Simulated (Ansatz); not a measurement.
One change: `CB(C)C[SiH3]` becomes `CB(C)CS`.

Ansatz, PBE0-D4/def2-TZVP geometries, multiplicity 1. Each molecule was computed in one conformer, which needn't be the lowest. `CB(C)CS` holds a close contact that its SMILES doesn't draw: S···B 2.35 Å.

```csv
property,`CB(C)C[SiH3]`
HOMO–LUMO gap (PBE0/def2-TZVPP) / eV,8.00
LUMO energy (PBE/def2-TZVPP) / eV,-1.39
HOMO energy (PBE0/def2-TZVPP) / eV,-8.41
HOMO–LUMO gap (B3LYP/def2-TZVPP) / eV,7.60
HOMO energy (B3LYP/def2-TZVPP) / eV,-8.21
HOMO–LUMO gap (PBE/def2-TZVPP) / eV,5.72
```

Problem. Give the same properties after the change, and the shifts. (Best estimate.)

Solution. Computed: 
```tsv
property	`CB(C)CS`	shift
HOMO–LUMO gap (PBE0/def2-TZVPP) / eV	7.09	-0.91
LUMO energy (PBE/def2-TZVPP) / eV	-0.99	0.40
HOMO energy (PBE0/def2-TZVPP) / eV	-7.11	1.30
HOMO–LUMO gap (B3LYP/def2-TZVPP) / eV	6.62	-0.98
HOMO energy (B3LYP/def2-TZVPP) / eV	-6.89	1.32
HOMO–LUMO gap (PBE/def2-TZVPP) / eV	4.94	-0.78
```

With PBE0 the HOMO rises by 1.30 eV and the LUMO rises by 0.39 eV, so the gap narrows by about 0.91 eV. PBE moves the HOMO by 1.17 eV and ωB97M-V by 1.38 eV.

B3LYP here is the variant with VWN-RPA as its local correlation; programs differ in this.
